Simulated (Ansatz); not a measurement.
One change: `FC[N]1[CH2][AlH]1` becomes `[CH2]1[NH][AlH]1`.

Ansatz, PBE0-D4/def2-TZVP geometries, multiplicity 1. Each molecule was computed in one conformer, which needn't be the lowest.

| property | `FC[N]1[CH2][AlH]1` |
| --- | --- |
| LUMO energy (PBE0/def2-TZVPP) / eV | -1.12 |
| size of the dipole moment (ωB97M-V/def2-TZVPP) / D | 2.94 |
| HOMO energy (B3LYP/def2-TZVPP) / eV | -6.66 |
| LUMO energy (B3LYP/def2-TZVPP) / eV | -1.34 |
| HOMO energy (ωB97M-V/def2-TZVPP) / eV | -9.15 |
| LUMO energy (ωB97M-V/def2-TZVPP) / eV | 0.46 |

Q: Give the same properties after the change, and the shifts. (Estimate.)

A: Ansatz gave: 
| property | `[CH2]1[NH][AlH]1` | shift |
| --- | --- | --- |
| LUMO energy (PBE0/def2-TZVPP) / eV | -0.73 | 0.39 |
| size of the dipole moment (ωB97M-V/def2-TZVPP) / D | 0.90 | -2.04 |
| HOMO energy (B3LYP/def2-TZVPP) / eV | -6.21 | 0.45 |
| LUMO energy (B3LYP/def2-TZVPP) / eV | -0.95 | 0.39 |
| HOMO energy (ωB97M-V/def2-TZVPP) / eV | -8.74 | 0.41 |
| LUMO energy (ωB97M-V/def2-TZVPP) / eV | 0.84 | 0.38 |

With PBE0 the HOMO rises by 0.44 eV and the LUMO rises by 0.39 eV, so the gap narrows by about 0.05 eV. PBE moves the HOMO by 0.46 eV and ωB97M-V by 0.41 eV. Dipoles are sizes alone; their direction can turn.

B3LYP here is the variant with VWN-RPA as its local correlation; programs differ in this.
